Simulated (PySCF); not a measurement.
Circular dichroism: `C[C@@H]1C[C@@H](Cl)[CH2][GeH2]1`, C5H11ClGe

Molfile (atoms numbered from 1):
```
C5H11ClGe
     RDKit          3D

 18 18  0  0  0  0  0  0  0  0999 V2000
    2.1561   -0.5865   -0.3681 C   0  0  0  0  0  0  0  0  0  0  0  0
    0.7438   -0.4568    0.1838 C   0  0  2  0  0  0  0  0  0  0  0  0
   -0.2959   -1.0615   -0.7690 C   0  0  0  0  0  0  0  0  0  0  0  0
   -1.6444   -0.3872   -0.5660 C   0  0  1  0  0  0  0  0  0  0  0  0
   -2.1555   -0.6656    1.1189 Cl  0  0  0  0  0  0  0  0  0  0  0  0
   -1.4857    1.1119   -0.7287 C   0  0  0  0  0  0  0  0  0  0  0  0
    0.1027    1.4257    0.4160 Ge  0  0  0  0  0  4  0  0  0  0  0  0
    2.8801   -0.1924    0.3423 H   0  0  0  0  0  0  0  0  0  0  0  0
    2.2558   -0.0314   -1.3000 H   0  0  0  0  0  0  0  0  0  0  0  0
    2.3993   -1.6304   -0.5643 H   0  0  0  0  0  0  0  0  0  0  0  0
    0.6943   -0.9820    1.1399 H   0  0  0  0  0  0  0  0  0  0  0  0
   -0.3799   -2.1410   -0.6290 H   0  0  0  0  0  0  0  0  0  0  0  0
    0.0081   -0.8786   -1.8037 H   0  0  0  0  0  0  0  0  0  0  0  0
   -2.4174   -0.8168   -1.2081 H   0  0  0  0  0  0  0  0  0  0  0  0
   -1.2877    1.3478   -1.7755 H   0  0  0  0  0  0  0  0  0  0  0  0
   -2.3892    1.6394   -0.4318 H   0  0  0  0  0  0  0  0  0  0  0  0
    1.0358    2.4660   -0.1508 H   0  0  0  0  0  0  0  0  0  0  0  0
   -0.2291    1.8457    1.8177 H   0  0  0  0  0  0  0  0  0  0  0  0
  1  2  1  0
  2  3  1  0
  3  4  1  0
  4  5  1  0
  4  6  1  0
  6  7  1  0
  7  2  1  0
  1  8  1  0
  1  9  1  0
  1 10  1  0
  2 11  1  1
  3 12  1  0
  3 13  1  0
  4 14  1  6
  6 15  1  0
  6 16  1  0
  7 17  1  0
  7 18  1  0
M  END
```

Level of theory: PySCF, TDDFT wB97X-D/def2-SVPD circular dichroism and optical rotation, one conformer, gas phase. Geometry: GFN2-xTB.

The calculation is non-relativistic, which matters for the atoms heavier than Zn.

Q: Assign R or S to each stereocentre.

A: C2 R, C4 R.

Q: List the lowest 16 singlet excitations with oscillator and rotatory strengths.

A: Rotatory strengths R in 10⁻⁴⁰ esu² cm², velocity form and length form (origin at the centre of mass); f in length form.
| state | E (eV) | λ (nm) | f | R (velocity) | R (length) | main |
| --- | --- | --- | --- | --- | --- | --- |
| 1 | 7.47 | 166 | 0.022 | -3.2 | -3.4 | HOMO→LUMO+1 0.41, HOMO→LUMO 0.38 |
| 2 | 7.55 | 164 | 0.0004 | -3.3 | -2.4 | HOMO−1→LUMO 0.17, HOMO−1→LUMO+2 0.16 |
| 3 | 7.60 | 163 | 0.009 | -0.8 | -0.8 | HOMO−2→LUMO 0.16, HOMO−2→LUMO+1 0.14 |
| 4 | 7.70 | 161 | 0.036 | +5.6 | +5.9 | HOMO→LUMO+1 0.38, HOMO→LUMO 0.38 |
| 5 | 8.07 | 154 | 0.024 | +60.7 | +59.5 | HOMO→LUMO+2 0.54, HOMO→LUMO+5 0.13 |
| 6 | 8.20 | 151 | 0.042 | +77.1 | +76.7 | HOMO−3→LUMO+1 0.25, HOMO−1→LUMO+1 0.25 |
| 7 | 8.28 | 150 | 0.032 | -104.0 | -103.6 | HOMO−3→LUMO+1 0.14, HOMO→LUMO+2 0.14 |
| 8 | 8.38 | 148 | 0.034 | -29.6 | -29.7 | HOMO−1→LUMO 0.28, HOMO−4→LUMO+1 0.11 |
| 9 | 8.43 | 147 | 0.009 | +13.4 | +12.2 | HOMO−4→LUMO+1 0.22, HOMO−2→LUMO 0.20 |
| 10 | 8.45 | 147 | 0.012 | +11.9 | +13.2 | HOMO→LUMO+4 0.19, HOMO→LUMO+5 0.13 |
| 11 | 8.49 | 146 | 0.182 | +57.6 | +57.6 | HOMO→LUMO+3 0.42, HOMO−3→LUMO+1 0.10 |
| 12 | 8.68 | 143 | 0.120 | +33.6 | +33.6 | HOMO−3→LUMO 0.59 |
| 13 | 8.78 | 141 | 0.035 | -12.5 | -13.1 | HOMO−4→LUMO 0.19, HOMO−3→LUMO+2 0.12 |
| 14 | 8.81 | 141 | 0.068 | -3.3 | -3.4 | HOMO−4→LUMO 0.19, HOMO→LUMO+6 0.16 |
| 15 | 8.88 | 140 | 0.014 | +10.7 | +10.3 | HOMO−1→LUMO+2 0.12, HOMO−1→LUMO+5 0.12 |
| 16 | 8.98 | 138 | 0.006 | +3.3 | +3.2 | HOMO→LUMO+6 0.20, HOMO→LUMO+5 0.16 |

Among the states computed, the strongest CD band (largest |R|) is state 7. The largest dissymmetry factor in size, g = 4R/(D+G), with D and G the electric and magnetic dipole strengths, is -0.049 for state 2 (velocity form, f = 0.0008), among bands with |R| over 0.5. The mirror image has the same energies and oscillator strengths and all R with the opposite sign.
